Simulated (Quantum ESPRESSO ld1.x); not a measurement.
Species: Hg16+. Configuration: [Kr] 4d10 4f14 5s2 5p2. Method: Dirac Kohn-Sham, PBE, spin-unpolarised, spherical densities, point nucleus; open shells are shared between the two j in proportion to 2j + 1; computed with ld1.x of Quantum ESPRESSO 7.5.

Normalised radial functions P(r) = r R(r) (large component), r in bohr:

r            4p3/2    4d3/2    4d5/2
0.0007187   0.0020   0.0000   0.0000
0.0009359   0.0032   0.0001   0.0000
0.001228    0.0054   0.0001   0.0000
0.0016      0.0088   0.0002   0.0001
0.0021      0.0145   0.0004   0.0001
0.002734    0.0233   0.0007   0.0003
0.00356     0.0374   0.0013   0.0006
0.004673    0.0601   0.0024   0.0014
0.006084    0.0939   0.0046   0.0029
0.007986    0.1460   0.0090   0.0062
0.0104      0.2187   0.0172   0.0126
0.01365     0.3206   0.0333   0.0257
0.01777     0.4444   0.0621   0.0503
0.02333     0.5837   0.1150   0.0971
0.03038     0.6953   0.2021   0.1765
0.03987     0.7206   0.3433   0.3088
0.05192     0.5754   0.5362   0.4948
0.06815     0.1884   0.7702   0.7285
0.08874    -0.3737   0.9573   0.9285
0.1156     -0.8963   0.9705   0.9713
0.1517     -1.0070   0.6428   0.6866
0.1975     -0.4298  -0.0524   0.0272
0.2592      0.6747  -0.9471  -0.8617
0.3376      1.5778  -1.5759  -1.5240
0.4431      1.7308  -1.6390  -1.6405
0.5769      1.2030  -1.1975  -1.2337
0.7573      0.5338  -0.6049  -0.6428
0.9861      0.1505  -0.2084  -0.2292
1.294       0.0222  -0.0413  -0.0473
1.685       0.0016  -0.0045  -0.0054
2.212       0.0000  -0.0002  -0.0002
2.881       0.0000  0.0000  0.0000

4p3/2: eigenvalue -882.14 eV, 2 radial nodes at r = 0.0749, 0.221 bohr, <r> = 0.433 bohr, 90 % of the charge inside 0.628 bohr. 4d3/2: eigenvalue -693.65 eV, 1 radial node at r = 0.194 bohr, <r> = 0.439 bohr, 90 % of the charge inside 0.653 bohr. 4d5/2: eigenvalue -673.91 eV, 1 radial node at r = 0.199 bohr, <r> = 0.449 bohr, 90 % of the charge inside 0.668 bohr.
